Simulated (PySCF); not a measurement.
All numbers come from PySCF, PBE0, basis Sr def2-TZVP with ECP28 (scalar-relativistic core potentials, no spin–orbit coupling, density fitting).

```xyz
3
charge 0 multiplicity 1, angstrom
Sr    0.0000    2.4925    0.0000
Sr    2.1586   -1.2462    0.0000
Sr   -2.1585   -1.2463    0.0000
```

Sr3 (singlet), along the line from Sr1 (at 0) through Sr2 (at 4.317 Å). Core electrons replaced by a potential are absent, the electrostatic potential uses the reduced nuclear charge, and values within about 0.7 Å of such atoms have no physical meaning.

Tabulate the fields along this line at -1.30, -1.08, -0.86, 0.86, 1.08, 1.30, 1.51, 1.73, 1.94, 2.16, 2.37, 2.59, 2.81, 3.02, 3.24, 3.45, 5.18, 5.40, 5.61, 5.83, 6.04, 6.26, 6.48, 6.69, 6.91 Å.


| distance (Å) | electron density (e/Å³) | electron localisation function | electrostatic potential (V) |
| --- | --- | --- | --- |
| -1.30 | 0.134 | 0.234 | 9.26 |
| -1.08 | 0.376 | 0.613 | 15.3 |
| -0.86 | 1.08 | 0.852 | 28.6 |
| 0.86 | 1.06 | 0.837 | 28.5 |
| 1.08 | 0.37 | 0.52 | 14.9 |
| 1.30 | 0.144 | 0.162 | 8.6 |
| 1.51 | 0.0792 | 0.118 | 5.15 |
| 1.73 | 0.0616 | 0.286 | 3.15 |
| 1.94 | 0.0568 | 0.615 | 2.08 |
| 2.16 | 0.0557 | 0.74 | 1.74 |
| 2.37 | 0.0568 | 0.614 | 2.08 |
| 2.59 | 0.0616 | 0.286 | 3.15 |
| 2.81 | 0.0792 | 0.118 | 5.15 |
| 3.02 | 0.144 | 0.162 | 8.6 |
| 3.24 | 0.37 | 0.52 | 14.9 |
| 3.45 | 1.06 | 0.837 | 28.5 |
| 5.18 | 1.08 | 0.852 | 28.6 |
| 5.40 | 0.376 | 0.613 | 15.3 |
| 5.61 | 0.134 | 0.234 | 9.26 |
| 5.83 | 0.0594 | 0.105 | 5.96 |
| 6.04 | 0.0345 | 0.136 | 3.94 |
| 6.26 | 0.0237 | 0.332 | 2.63 |
| 6.48 | 0.0172 | 0.645 | 1.75 |
| 6.69 | 0.0125 | 0.817 | 1.17 |
| 6.91 | 0.0089 | 0.846 | 0.786 |

On a grid of 0.22 Å the density has a local minimum along the bond near 2.16 Å from Sr, at 0.06 e/Å³, where the ELF is 0.74.
